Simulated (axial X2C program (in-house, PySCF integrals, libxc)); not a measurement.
# Spin–orbit effects along a row: molecules with Li, HF

Calculated with an axial X2C code built on PySCF integrals, spin-free (one-electron X2C) or two-component (2c: spin–orbit coupling with atomic mean-field Coulomb and Gaunt terms, which also bring small scalar terms), in Dyall basis sets with cores contracted in-house; open shells are unrestricted.

Basis sets: Ag dyall-cv3z, I dyall-cv3z, In dyall-cv3z, Li dyall-cv3z, Mo dyall-cv3z, Nb dyall-cv3z, Pd dyall-cv3z, Rb dyall-cv3z, Ru dyall-cv3z, Sb dyall-cv3z, Sn dyall-cv3z, Te dyall-cv3z.

| molecule | spin-free state | Re (Å) | ωe (cm⁻¹) | De (eV) | 2c state | Re 2c (Å) | ωe 2c (cm⁻¹) | De 2c (eV) |
| --- | --- | --- | --- | --- | --- | --- | --- | --- |
| LiRb | M_S = 0, Λ = 0 | 3.677 | 182.1 | n/a | Ω = 0 | 3.676 | 182.1 | n/a |
| LiNb | M_S = 2, Λ = 2 | 3.070 | 183.2 | 0.13 | Ω = 1 | 3.288 | 148.9 | n/a |
| LiMo | ? | ? | ? | ? | ? | ? | ? | ? |
| LiRu | M_S = 3/2, Λ = 0 | 2.705 | 243.9 | 0.18 | Ω = 3/2 | 2.706 | 244.1 | n/a |
| LiPd | M_S = 1/2, Λ = 0 | 2.355 | 297.9 | n/a | Ω = 1/2 | 2.355 | 298.1 | n/a |
| LiAg | M_S = 0, Λ = 0 | 2.567 | 309.9 | 0.51 | Ω = 0 | 2.567 | 309.9 | 0.51 |
| LiIn | M_S = 0, Λ = 0 | 3.046 | 271.2 | 0.12 | Ω = 0 | 3.026 | 268.3 | n/a |
| LiSn | M_S = 3/2, Λ = 0 | 2.622 | 359.0 | 1.07 | Ω = 3/2 | 2.626 | 357.2 | n/a |
| LiSb | M_S = 1, Λ = 0 | 2.648 | 395.5 | 0.63 | Ω = 1 | 2.642 | 393.9 | 0.63 |
| LiTe | M_S = 1/2, Λ = 1 | 2.514 | 454.7 | 1.54 | Ω = 3/2 | 2.518 | 451.7 | n/a |
| LiI | M_S = 0, Λ = 0 | 2.421 | 490.8 | 2.80 | Ω = 0 | 2.423 | 488.8 | 2.50 |

Problem. Estimate the 2c Re and ωe of LiMo as the mean of its neighbours in the table.

Solution. Re ≈ 2.997 Å, ωe ≈ 196.5 cm⁻¹. The HF runs give the row below, so the estimate misses by -0.213 Å and 55.3 cm⁻¹.

```csv
molecule,spin-free state,Re (Å),ωe (cm⁻¹),De (eV),2c state,Re 2c (Å),ωe 2c (cm⁻¹),De 2c (eV)
LiMo,"M_S = 5/2, Λ = 0",3.209,141.2,0.12,Ω = 5/2,3.210,141.2,0.12
```

Each entry is the lowest single determinant of a limited PBE0 search at one distance. De goes to single-determinant-based atoms at the same level (for ions the charge split of lowest energy) and is withheld (n/a) where an atom does not fit its ground term or J level. Main or longest-lived isotopes. One determinant is a doubtful description, or other states lie close, for LiNb, LiMo, LiRu, LiIn, LiSn, LiSb; these need not be ground states, and all values refer to the states named. Some open-shell Ω = 0 determinants are out of reach, so the Ω given for LiNb, LiSb need not be the lowest component. With several unpaired electrons the Ω given is that of one determinant, not necessarily of the lowest component. Where the atoms have a lower orbital projection than the molecule, De at mean-field level may be about a tenth of an eV too small. The lowest determinant changes configuration between the Hamiltonians for LiNb, so two states are compared there.
